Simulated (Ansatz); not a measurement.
Stepwise reaction of `C[Si](O)(O)F` with hydrogen, as a gas-phase model of exchange steps in deposition or etching. ΔE in kJ/mol; ΔG adds harmonic PBE0-D4 terms to CCSD(T)/CBS, at 1 bar.

Calculated with Ansatz (gas phase, PBE0-D4/def2-TZVP geometries, no zero-point term in ΔE). CCSD(T)/CBS is the MP2 limit (def2-TZVPP, def2-QZVPP) plus CCSD(T) − MP2 in def2-TZVPP, frozen cores. This one scheme is used for every species. Functionals use def2-TZVPP. B3LYP here is the variant with VWN-RPA as its local correlation; programs differ in this. One conformer a species, not always the lowest.

| step | reaction | PBE-D4 | B3LYP-D4 | ωB97M-V | CCSD(T)/CBS | ΔG(600 K) |
| --- | --- | --- | --- | --- | --- | --- |
| 1 | `C[Si](O)(O)F` + H₂ → `C[SiH](O)F` + H₂O | 97.7 | 104.4 | 105.5 | 101.8 | 97.5 |

Problem. Give the row of step 2, `C[SiH](O)F` + H₂ → `C[SiH2]F` + H₂O. (Estimate.)

Solution. The calculation gave: 
| step | reaction | PBE-D4 | B3LYP-D4 | ωB97M-V | CCSD(T)/CBS | ΔG(600 K) |
| --- | --- | --- | --- | --- | --- | --- |
| 2 | `C[SiH](O)F` + H₂ → `C[SiH2]F` + H₂O | 90.4 | 95.9 | 97.1 | 93.8 | 89.1 |

Problem. By hand: ΔE of the 2 steps together at CCSD(T)/CBS.

Solution. (101.8) + (93.8) = 195.6 kJ/mol, or 97.8 kJ/mol a step.

In ΔE each step is lower than the one before. All are uphill at CCSD(T)/CBS. ΔG lies between 89.1 and 97.5 kJ/mol a step. PBE-D4 differs from CCSD(T)/CBS by -4.1 to -3.4 kJ/mol a step. Isolated molecules leave out the surface, adducts and barriers. Largest T1 diagnostic: 0.011.
